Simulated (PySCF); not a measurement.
An unknown is described by computed data only.

Formula: C4H6ClF3O.

* 13C NMR: chemical shifts (computed TMS as zero) by class: 133.4 (1 C), 76.6 (1 C), 74.4 (1 C), 46.7 (1 C) ppm [GIAO PBE0/pcSseg-1]
* Triplet: lowest triplet excitation (Tamm–Dancoff): 6.79 eV [TDA CAM-B3LYP/def2-SVPD]
* Polarisability: 70.8 au [CAM-B3LYP/def2-SVPD]
* Dipole: 2.10 D [CAM-B3LYP/def2-SVPD]
* 1H NMR: chemical shifts (computed TMS as zero) by class: 4.05 (2 H), 3.78 (2 H), 3.66 (2 H) ppm [GIAO PBE0/pcSseg-1]
* UV, first state: lowest singlet excitation: 7.50 eV (165 nm, f = 0.003) [TDDFT CAM-B3LYP/def2-SVPD]
* Rotational structure: rotational constants A, B, C: 3.495, 0.502, 0.483 GHz [GFN2-xTB]

The electronic properties come from PySCF, for the isolated species, density fitting. Levels stand in brackets. NMR shifts are as computed; neighbouring signals can stand in another order in a measured spectrum. The structure is a single GFN2-xTB conformer in the gas phase; no vibrational or solvent corrections. Each NMR value is the plain mean over a class of atoms that symmetry, rotation or inversion makes alike.

Question: Propose a structure and show how it fits.

Answer: Numbering: `[F:1][C:2]([F:3])([F:4])[CH2:5][O:6][CH2:7][CH2:8][Cl:9]`. Its formula, C4H6ClF3O, gives 0 degrees of unsaturation, so no ring and no π bond. 4 carbons fall into 4 classes; from least to most shielded: CF3 carbon [C2] (133.4 ppm), sp3 carbon bound to oxygen [C7] (76.6 ppm), sp3 carbon bound to oxygen [C5] (74.4 ppm), sp3 C–Cl carbon [C8] (46.7 ppm). Hydrogen classes from least to most shielded: 2 H on an sp3 carbon bound to oxygen, C5 (4.05 ppm), 2 H on an sp3 carbon bound to oxygen, C7 (3.78 ppm, a mean of values up to 0.9 ppm apart in this geometry), 2 H on an sp3 C–Cl carbon, C8 (3.66 ppm). The optimised geometry has point group C1 and is an asymmetric top. Structure: `FC(COCCCl)(F)F`. The assignments are read from this structure; whether some other isomer fits the data as well wasn't checked.

Conformer computed: `[F:1][C:2]([F:3])([F:4])[CH2:5][O:6][CH2:7][CH2:8][Cl:9]`: F1–C2–C5–O6 -164°, C2–C5–O6–C7 -72°, C5–O6–C7–C8 -168°, O6–C7–C8–Cl9 177°.
